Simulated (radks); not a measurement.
Excited configurations of W+: one electron is placed in a higher orbital outside [Xe] 4f14 5d4. The ground configuration is [Xe] 4f14 5d4 6s1. Method: scalar-relativistic Kohn-Sham, r2SCAN, spin-polarised, spherical densities, finite nucleus; open shells are filled with parallel spins first (spin-orbit coupling, left out, can overturn this in heavy ions); meta-GGA in the generalised Kohn-Sham scheme; Fermi nuclear charge, rms radius 5.3658 fm; computed with a radial shooting solver on a logarithmic mesh with Libxc functionals. Excitation = E - E(ground); binding = E(ion) - E, where the ion is the core of charge +2; n* = 2/sqrt(2 binding) in atomic units, and the quantum defect is n - n*.

outer orbital  excitation (eV)  binding (eV)  quantum defect  eigenvalue (eV)  <r> (bohr)
6d                      11.250         5.290           2.793           -3.886       6.458
6f                      14.172         2.369           1.207           -1.782       14.53
7s                       9.986         6.555           4.119           -5.264       6.514
7p                      11.556         4.985           3.696           -3.965       8.100
7d                      13.409         3.132           2.831           -2.426       12.00
7f                      14.862         1.679           1.306           -1.306       22.10

The Delta-SCF ionisation energy is 16.541 eV (NIST Atomic Spectra Database: 16.4 eV, semi-empirical). Self-interaction in the functional shifts the binding energies and quantum defects, so they are the method's values and not measured ones. Open shells are spherical and high-spin; term and fine-structure splittings are not resolved. Spin-orbit splitting is averaged out at the scalar-relativistic level.
